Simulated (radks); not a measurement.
Neutral promethium inside a hard spherical wall (all orbitals vanish at R), configuration held at [Xe] 4f5 6s2 and not refilled when levels cross. Method: scalar-relativistic Kohn-Sham, PBE, spin-polarised, spherical densities, finite nucleus; open shells are filled with parallel spins first (spin-orbit coupling, left out, can overturn this in heavy ions); Fermi nuclear charge, rms radius 4.962 fm; computed with a radial shooting solver on a logarithmic mesh with Libxc functionals. Eigenvalues in eV for spin up, with the zero of energy where the potential of the charges vanishes at infinity; a dash marks a level that is unbound or too diffuse for the functional's potential to be trusted. A positive occupied level is held by the wall or, in an anion where self-interaction has pushed it up, behind a barrier. The pressure on the wall is -dE/dV.

R (bohr)  E (hartree)  kinetic (hartree)    e(5s)    e(5p)   e(6s)   e(4f)  e(5d, empty)  e(6p, empty)  pressure (GPa)
free      -10020.1236          10686.229  -42.654  -23.273  -3.623  -3.158        -2.000        -1.253               0
6         -10019.9834          10686.876  -40.078  -20.776  -0.499  -0.579         0.501         3.982            8.35
5         -10019.7603          10687.722  -38.181  -18.987   3.230   1.428         2.709         9.477            34.0
4         -10019.0465          10690.413  -34.237  -15.215  13.413   5.918         7.905        23.253             189
3.5       -10018.0895          10694.011  -30.312  -11.238  25.308  10.641        13.536        38.213             525
3         -10015.9311          10701.843  -23.279   -3.609  48.764  19.174        24.248        66.087            1690
2.5       -10010.5098          10720.166   -9.011   12.832  98.614  35.270        46.728        122.40            6410
2          -9994.8907          10768.722   26.400   54.496  216.03  67.744        100.78        249.68           31000
1.5        -9938.5466          10933.525   146.61   191.40  546.26  146.42        260.69        594.64          225000
